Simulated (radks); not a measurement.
Values are calculated unless marked as measured or tabulated.
The arsenic anion As-, 34 electrons, occupied as [Ar] 3d10 4s2 4p4.

Code: a radial shooting solver on a logarithmic mesh with Libxc functionals. Model: scalar-relativistic Kohn-Sham, r2SCAN, spin-polarised, spherical densities, finite nucleus; open shells are filled with parallel spins first; meta-GGA in the generalised Kohn-Sham scheme; Fermi nuclear charge, rms radius 4.0968 fm; hard spherical wall at 15 bohr.

Energy parts (Ry):
| part | energy |
|---|---|
| total | -4522.52855 |
| kinetic | 4609.67459 |
| electron-nucleus | -10918.46227 |
| Hartree | 1954.59804 |
| exchange-correlation | -168.33891 |

Orbitals (lengths in bohr, moments of r in powers of bohr):
| orbital | occ. | eigenvalue (Ry) | <1/r> |
|---|---|---|---|
| 1s up | 1 | -863.1907 | 33.46 |
| 1s down | 1 | -863.1829 | 33.46 |
| 2s up | 1 | -109.6687 | 7.385 |
| 2s down | 1 | -109.6680 | 7.385 |
| 2p up | 3 | -95.94750 | 7.221 |
| 2p down | 3 | -95.94217 | 7.221 |
| 3s up | 1 | -13.84701 | 2.388 |
| 3s down | 1 | -13.84072 | 2.388 |
| 3p up | 3 | -9.54841 | 2.232 |
| 3p down | 3 | -9.54100 | 2.231 |
| 3d up | 5 | -2.51634 | 1.905 |
| 3d down | 5 | -2.50377 | 1.909 |
| 4s up | 1 | -0.64702 | 0.6579 |
| 4s down | 1 | -0.51428 | 0.6612 |
| 4p up | 3 | 0.02572 | 0.4763 |
| 4p down | 1 | 0.14061 | 0.4257 |
| 4d up | 0 | 0.30720 | 0.1069 |
| 4d down | 0 | 0.29660 | 0.1067 |
| 5s up | 0 | 0.22505 | 0.1307 |
| 5s down | 0 | 0.21549 | 0.1249 |
| 5p up | 0 | 0.26832 | 0.1213 |
| 5p down | 0 | 0.26332 | 0.1513 |

The highest occupied level is 4p down at 1.913 eV. The electron density at the nucleus is 3.597e+04 e/bohr^3 (large components only). The pressure on the wall is 0.00213 GPa.
